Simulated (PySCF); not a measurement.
C5H9O, SMILES C[CH]CC(C)=O, multiplicity 2.

The structure is a stationary point at B3LYP-D3(BJ)/def2-SVP. The isomer is the one that the SMILES or the coordinates give; other isomers of the formula were not compared. One conformer was computed; it need not be the lowest.

Two levels are set side by side: PBE/def2-TZVP (PySCF) and r2SCAN/def2-TZVP (PySCF). Same geometry, gas phase. Differences are taken from unrounded values.

| quantity | r2SCAN | PBE | PBE minus r2SCAN |
|---|---|---|---|
| α-spin orbital gap (eV) | 3.56 | 2.91 | -0.65 |
| β-spin orbital gap (eV) | 3.80 | 2.99 | -0.81 |
| dipole moment (D) | 3.03 | 2.91 | -0.12 |
| mean polarisability (bohr³) | 65.7 | 68.9 | 3.1 |

Rough cost on one machine, each run with all the roots and properties that it gave: r2SCAN against PBE about 3 times.
